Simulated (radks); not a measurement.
All-electron atom: Ne2+ in [He] 2s2 2p3.75 3p0.25 (fractional occupations, a model configuration).

Calculated with a radial shooting solver on a logarithmic mesh with Libxc functionals: scalar-relativistic Kohn-Sham, SOGGA, spin-polarised, spherical densities, point nucleus; open shells are filled with parallel spins first.

Energy parts (eV):
total: -3426.671
kinetic: 3428.077
electron-nucleus: -7924.294
Hartree: 1360.802
exchange-correlation: -291.256

Orbitals (lengths in bohr, moments of r in powers of bohr; r(90%) holds 90 % of the orbital's charge):
orbital  occ.  eigenvalue (eV)  r(90%)     <r^4>
1s up       1        -884.4297   0.283  0.002981
1s down     1        -881.9192   0.282  0.002942
2s up       1         -83.4867    1.29     1.169
2s down     1         -77.9473    1.31     1.278
2p up       3         -60.5274    1.32     1.345
2p down  0.75         -54.6549    1.38     1.582
3s up       0         -18.1842    4.02     110.0
3p up    0.25         -13.9389    4.63     190.8
3d up       0          -8.9692    5.79     455.2

The highest occupied level is 3p up at -13.939 eV. The configuration is held as typed, so some empty levels lie below it. Spin moment in Bohr magnetons: 2.5.
